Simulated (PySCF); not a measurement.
## Working out the ionisation energy of Cl⁺

Cl⁺ [Ne] 3s2 3p4 (3P) → Cl²⁺ [Ne] 3s2 3p3 (4S). Calculation: PySCF 2.14, in aug-cc-pV(Q+d)Z with one added diffuse shell each of s, p, d, f, g type (8s7p6d4f3g, 114 functions); no relativity, point nucleus. Frozen: [Ne]. Energies in hartree (1 hartree = 27.21139 eV):

| part | Cl⁺ (lower) | Cl²⁺ (upper) |
| --- | --- | --- |
| UHF | -459.056870 | -458.226439 |
| MP2 opposite-spin | -0.106697 | -0.076649 |
| MP2 same-spin | -0.029939 | -0.026915 |

Task: What does Hartree-Fock give?

Result: (-458.226439) − (-459.056870) = 0.830431 hartree = 22.597 eV.

Task: What do MP2 and SCS-MP2 (6/5 opposite-spin, 1/3 same-spin) give?

Result: The opposite-spin parts differ by 0.818 eV and the same-spin parts by 0.082 eV. MP2: 22.597 + (0.818) + (0.082) = 23.497 eV. SCS-MP2: 22.597 + 1.2 × (0.818) + (0.082)/3 = 23.606 eV.

Measured between the centres of the two terms (NIST): 23.771 eV, so MP2 (valence) is off by -0.274 eV.

What remains against the reference includes basis incompleteness, the frozen core and correlation beyond second order.
